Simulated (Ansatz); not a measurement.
Molecule: C5H9, net charge 0, doublet state. It need not be the lowest isomer of its formula. 
Structure (B3LYP-D3(BJ)/def2-TZVP (Ansatz, a first-principles code) minimum search):
```xyz
14

C     -0.0453    -1.2628     0.1546
C      1.1560    -0.4244     0.4447
C      0.8007     0.9445    -0.1700
C     -0.7305     1.0117    -0.0695
C     -1.1868    -0.4363    -0.3393
H     -0.0837    -2.3350     0.2858
H      1.3196    -0.3249     1.5291
H      2.0837    -0.8433     0.0420
H      1.1015     0.9610    -1.2210
H      1.2974     1.7784     0.3269
H     -1.1715     1.7343    -0.7569
H     -1.0204     1.3021     0.9440
H     -1.3524    -0.5897    -1.4171
H     -2.1383    -0.6794     0.1444
```
Charge 0, spin multiplicity 2.

Property: atomisation energy (electronic, to ground-state atoms), in kcal/mol. Valence correlation only, unless marked. UHF or UKS for open shells. No spin-orbit coupling. No relativistic terms. The coupled-cluster limit lacks core correlation, which all-electron functionals hold. CBS marks a two-point X^-3 extrapolation of the correlation energy; Hartree-Fock from the larger set.

```
level      program  atomisation energy (kcal/mol)
---------  -------  -----------------------------
HF/6-31G*   Ansatz                         1035.8
```

Predict the CCSD(T)/CBS(cc-pVTZ,cc-pVQZ) result (Ansatz).

1357.5 kcal/mol
